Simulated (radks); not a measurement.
The numbers below are computed, except where a source is named.
These are the eigenvalues of the occupied orbitals of an atom or ion with whole-number occupations (hartree). Level of theory: Dirac Kohn-Sham, PBEsol, spin-unpolarised, spherical densities, finite nucleus; Fermi nuclear charge, rms radius of each element as measured or else 0.836 A^(1/3) + 0.57 fm (a radial shooting solver on a logarithmic mesh with Libxc functionals).

1s1/2: -2741.905
2s1/2: -567.2793
2p1/2: -548.5364
2p3/2: -495.2122
3s1/2: -206.3020
3p1/2: -198.5754
3p3/2: -185.7178
3d3/2: -173.8005
3d5/2: -170.8897
4s1/2: -103.8270

Which element is it, and in what charge state? The configuration may be excited. Open shells, if any, fill j = l - 1/2 first.

Answer. Z = 75, rhenium, charge +50: Re50+ in [Ar] 3d5 4s2. The list shows which subshells hold electrons but not how many an open one holds; the 1s level, -2741.9 hartree, gives Z - s = 74.1 by -(Z - s)^2/2, which with screening and relativity narrows Z to a few neighbours, and the depths of the outer levels then fix element, charge and occupations together.
